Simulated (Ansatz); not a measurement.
Input file for C2H7AlSn (`C=[C]([AlH2])[SnH3]`):

```yaml
crystal:
  periodic: [false, false, false]
  atoms:
    - {symbol: C, position_ang: [0.490464, 1.531420, 0.191973]}
    - {symbol: C, position_ang: [0.209873, 0.220974, 0.173405]}
    - {symbol: Al, position_ang: [1.154553, -0.907754, 1.436827]}
    - {symbol: Sn, position_ang: [-1.235622, -0.473457, -1.236355]}
    - {symbol: H, position_ang: [1.219175, 1.954897, 0.887046]}
    - {symbol: H, position_ang: [0.024387, 2.263892, -0.470399]}
    - {symbol: H, position_ang: [2.197378, -0.209787, 2.411652]}
    - {symbol: H, position_ang: [0.885916, -2.471708, 1.484094]}
    - {symbol: H, position_ang: [-0.538104, -1.624790, -2.290345]}
    - {symbol: H, position_ang: [-2.549989, -1.212341, -0.430393]}
    - {symbol: H, position_ang: [-1.792633, 0.871753, -2.137007]}
basis:
  gaussian: {orbitals: def2-TZVPP}
correlation: {method: ccsd_t}
```

```sh
$ ansatz run in.yaml --threads 4 --pin off --events-out ev --progress --plain --max-ram 10444MiB
```

Output of Ansatz, abridged:

```
Functional definition: HF
1627 factors; integrals over basis functions are off by at most 1.6e-3 eV
mean field evaluation 1: about -14556.1578 eV, gradient 3.1e1 eV
mean field evaluation 2: about -14556.3437 eV, gradient 3.1e1 eV
mean field evaluation 4: about -14559.4045 eV, gradient 3.9e0 eV
mean field evaluation 8: about -14559.4634 eV, gradient 2.5e-1 eV
mean field -14559.46359382 eV, -535.0504183140 hartree, gradient 2.4e-6 eV, S^2 0.000000; 0 other end points of the search recorded, 0 dependent functions left out
11 core orbitals not correlated: weight in the atoms' cores, before any rotation towards them, 1.000 or more for the frozen orbitals, at most 0.000 for the correlated occupied ones
reference -14559.46359382 eV, -535.0504183140 hartree; 16, 16 occupied and 225, 225 virtual orbitals, 1627 factors
second order -20.21409826 eV of doubles, -0.00000000 eV of singles
cycle   1  -20.53231989 eV  change   -3.2e-1 eV  update   1.1e-1
cycle   2  -21.18837027 eV  change   -6.6e-1 eV  update   3.4e-2
cycle   3  -21.28091942 eV  change   -9.3e-2 eV  update   1.5e-2
cycle   4  -21.27231235 eV  change    8.6e-3 eV  update   4.1e-3
cycle   5  -21.27259230 eV  change   -2.8e-4 eV  update   1.6e-3
cycle   6  -21.27274778 eV  change   -1.6e-4 eV  update   4.6e-4
cycle   7  -21.27265412 eV  change    9.4e-5 eV  update   1.8e-4
cycle   8  -21.27270963 eV  change   -5.6e-5 eV  update   6.2e-5
cycle   9  -21.27273155 eV  change   -2.2e-5 eV  update   2.1e-5
perturbative correction -0.79942697 eV, -0.0293783995 hartree
Total energy: -14581.53575234 eV, -535.8615551785 hartree
```

It took 84 s on 4 threads of an Intel Xeon Platinum 8488C on a shared host, with 5.7 GiB of host memory at the peak.

MP2 recovers 91.6 % of the CCSD(T) correlation energy and the triples give 3.6 %; T1 = 0.0130.
